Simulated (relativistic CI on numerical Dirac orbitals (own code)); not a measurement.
## Pr²⁴⁺: sensitivity of the levels to the model

Base calculation: Dirac-Coulomb-Breit CI, separate exchange-only KLI orbitals for each configuration, model QED (radiative potential, 1s self-energy scaled to tabulated hydrogen-like ionisation energies), unscaled Slater integrals.

Configurations in the expansion (outside the closed core [Ar] 3d10): 4s2.4p5, 4s.4p6, 4s2.4p4.4d, 4s.4p5.4d, 4s2.4p4.4f, 4s.4p5.4f, 4p6.4d, 4s.4p4.4d2, 4s2.4p3.4d.4f, 4p6.4f, 4s2.4p4.5s, 4s2.4p4.5p, 4p6.5s, 4p5.4d.4f, 4s.4p4.4d.5s, 4s.4p5.5s, 4s.4p4.4f2, 4s2.4p4.5d, 4s2.4p3.4f.5s, 4s.4p5.5p, 4s2.4p4.5f, 4s2.4p4.5g, 4s.4p5.5d, 4s2.4p4.6s, 4s2.4p4.6p, 4p5.4f.5s, 4s.4p5.5f, 4s2.4p3.4d2, 4s2.4p2.4d3, 4s.4p3.4d3, 4s2.4p2.4d2.4f, 4s.4p3.4d2.4f, 4s2.4p2.4d2.5s, 4p5.4d2, 4p4.4d3, 4p4.4d2.4f, 4p4.4d2.5s, 4p5.4d.5s, 4p4.4d.4f.5s, 4p4.4d.5s2, 4s2.4p3.5s2, 4s2.4p2.4d.5s2, 4s.4p3.4d.5s2, 4s2.4p2.4f.5s2, 4s.4p3.4f.5s2. Double excitations out of closed p, d and f shells are left out; levels of such configurations are missing from the list, as are those of other unlisted configurations, and high levels can miss mixing partners. These lack a partner that the ground configuration has and come out too high: 4s2.4p4.5p, 4s.4p5.5s, 4s2.4p4.5d, 4s.4p5.5p, 4s2.4p4.5f.

Variants: (1) configuration mixing switched off; (2) only the first 3 configurations. Shifts of the energy above 4s2.4p5 2P°_3/2, in cm⁻¹, for the lowest level and the first level of each name with at least 55 % of one term (blank where a level changes its place among those of its configuration and J or its character, or is not in the variant):

```
              Level     Base     Δ(1)    Δ(2)
    4s2.4p5 2P°_3/2        0        0       0
    4s2.4p5 2P°_1/2   211214    +2256   +2256
      4s.4p6 2S_1/2   700105  +102518    -126
  4s2.4p4.4d 4D_5/2   789749    +1681   +1681
  4s2.4p4.4d 4F_9/2   841027    +1377   +1377
  4s2.4p4.4d 4D_1/2   967639    +3737   +3946
  4s2.4p4.4d 2G_7/2  1027265                 
  4s2.4p4.4d 2G_9/2  1066654    +4741   +4741
  4s2.4p4.4d 2S_1/2  1137184   -40633  +25270
  4s.4p5.4d 4P°_1/2  1470936   +40856        
  4s.4p5.4d 4P°_3/2  1486736   +44333        
  4s.4p5.4d 4F°_7/2  1518115   +42518        
  4s.4p5.4d 4F°_9/2  1533709   +39089        
4s2.4p3.4d2 4P°_1/2  1695606
```

At this charge energies of transitions that change n are usually good to better than 1 %, and those within a shell (Δn = 0) to a few per cent.

Ionisation energy from the two ground configurations alone: base 839.658 eV. The NIST ASD value (theoretical) is 840 eV.

LS names give the leading component of a level, which can be under half, so a name can repeat, a term be missing and a line seem to break the LS rules.
